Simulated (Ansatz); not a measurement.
The first iterations of a band of BClF₂H₂ (6 atoms, charge 0, multiplicity 1).

Computed with Ansatz 0.2.0, RKS LDA/def2-SVP.

```
movable images  : 5
climbing image  : yes
spring          : 50.0 eV/Å²
optimiser       : quadratic models (default)
start path      : through a guess of the saddle point
force threshold : 0.05 eV/Å
iteration limit : 60
end points      : relaxed
```

Initial state:

```xyz
6
Properties=species:S:1:pos:R:3
B 0.002 0.065 0.121
Cl 0.005 -0.368 1.926
F 1.152 -0.143 -0.489
H -1.054 -0.078 -0.460
F 0.049 1.766 0.484
H 0.089 1.487 1.435
```

Final state:

```xyz
6
Properties=species:S:1:pos:R:3
B 0.011 0.389 -0.321
Cl -0.004 -0.130 2.358
F 1.152 -0.186 -0.614
H -1.051 -0.157 -0.531
F 0.059 1.668 0.037
H 0.074 1.145 2.088
```

| iteration | highest image above the first end (eV) | largest band force component (eV/Å) |
| --- | --- | --- |
| 1 | 1.375 | 4.806 |
| 2 | 0.579 | 5.986 |
| 3 | 0.110 | 4.499 |
| 4 | 0.040 | 2.350 |
| 5 | 0.027 | 0.923 |

Q: Does the band converge within its limit, and where does its top end?

A: The forces met the threshold. It ended after 15 iterations with the highest image 0.037 eV above the first end. Another band between the same ends (5 images) ends at a top of the same energy, where a vibrational analysis finds 1 clearly imaginary mode. The orbitals stay closed-shell, which can raise the energy where a bond breaks towards radicals; this wasn't checked here.

Time of the run: 76 s on 1 thread of Arm Neoverse V1 (shared host), peak memory 0.12 GiB.
